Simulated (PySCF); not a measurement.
CH$_{3}$O$_{3}$Re, triplet, at a GFN2-xTB geometry (such geometries of metal compounds can be far from the true shape) (the multiplicity is a formal guess) (core potentials on Re). Base run: BLYP/def2-SV(P) in PySCF.

The PySCF input:
```python
from pyscf import gto, scf, dft

mol = gto.M(
    atom='''
Re    0.031956   -0.120539   -0.123446
O     1.457674    0.660957   -0.568145
O     0.679117   -0.770316    1.405567
O    -1.411204   -0.684827   -0.695236
C    -0.863617    1.616681    0.848364
H    -0.079129    2.166119    1.366145
H    -1.607943    1.275075    1.566748
H    -1.332599    2.252599    0.097853
''',
    basis='def2-sv(p)',
    ecp={'Re': 'def2-sv(p)'},
    charge=0,
    spin=2,
    verbose=4,
)

mf = dft.UKS(mol)
mf.xc = 'blyp'
mf.kernel()
```

Variants of this job, named by their change:

```
change                                ΔE vs base (µEh)  grid points  electrons on the grid        outcome
------------------------------------  ----------------  -----------  ---------------------  -------------
base                                               0.0       110096               48.00001      converged
grids.atom_grid = (30, 110)                       -370        19648               48.00160      converged
grids.radi_method = gauss_chebyshev               -0.4       106512               48.00001      converged
grids.atom_grid = (150, 974)                       7.5       635280               48.00000      converged
grids.radi_method = mura_knowles                   0.1       102720               48.00001      converged
grids.atom_grid = (99, 590)                        7.4       254472               48.00000      converged
grids.prune = dft.gen_grid.sg1_prune                 -            -                      -  input refused
grids.prune = off                                  0.1       179304               48.00001      converged
grids.level = 2                                  -66.7        76544               48.00008      converged
grids.level = 1                                   56.2        37072               47.99991      converged
grids.level = 7                                    7.8       596504               48.00000      converged
```

Open shells are given as the SCF converged; they aren't shown to be the lowest states, and a large step between rows can be another state.

- grids.prune = dft.gen_grid.sg1_prune: ended with `IndexError: index 75 is out of bounds for axis 0 with size 19`
